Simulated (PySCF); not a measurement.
PySCF 2.14 output of an unrestricted PBE calculation on a single atom or ion in dyall-acv3z (25s18p7d5f, 149 functions), with the spin-free X2C one-electron Hamiltonian (Gaussian nucleus):

```
SCF conv_tol = 1e-09
number electrons alpha = 11  beta = 9
    J. P. Perdew, K. Burke, and M. Ernzerhof.,  Phys. Rev. Lett. 77, 3865 (1996)
    J. P. Perdew, K. Burke, and M. Ernzerhof.,  Phys. Rev. Lett. 78, 1396 (1997)
    J. P. Perdew, K. Burke, and M. Ernzerhof.,  Phys. Rev. Lett. 77, 3865 (1996)
    J. P. Perdew, K. Burke, and M. Ernzerhof.,  Phys. Rev. Lett. 78, 1396 (1997)
cycle= 1 E= -680.089801270021  delta_E= -0.0136  |g|= 0.0223  |ddm|= 0.467
cycle= 2 E= -680.089945592303  delta_E= -0.000144  |g|= 0.0146  |ddm|= 0.0604
cycle= 3 E= -680.089999828843  delta_E= -5.42e-05  |g|= 0.00199  |ddm|= 0.00976
cycle= 4 E= -680.090000120519  delta_E= -2.92e-07  |g|= 0.000164  |ddm|= 0.0025
cycle= 5 E= -680.09000013938  delta_E= -1.89e-08  |g|= 1.81e-05  |ddm|= 0.0018
cycle= 6 E= -680.09000013982  delta_E= -4.4e-10  |g|= 1.42e-06  |ddm|= 0.000506
converged SCF energy = -680.09000013982  <S^2> = 2.0000091  2S+1 = 3.0000061
```

The run itself started from symmetry-adapted Hartree-Fock orbitals and held the occupation by maximum overlap, on a logarithmic radial grid, so the iterations belong to that start.

**Question.** Which element, charge and spin multiplicity is this?

**Answer.** Ca (calcium, neutral), multiplicity 3; the state was [Ar] 4p2, high-spin 3P determinant (an excited configuration).
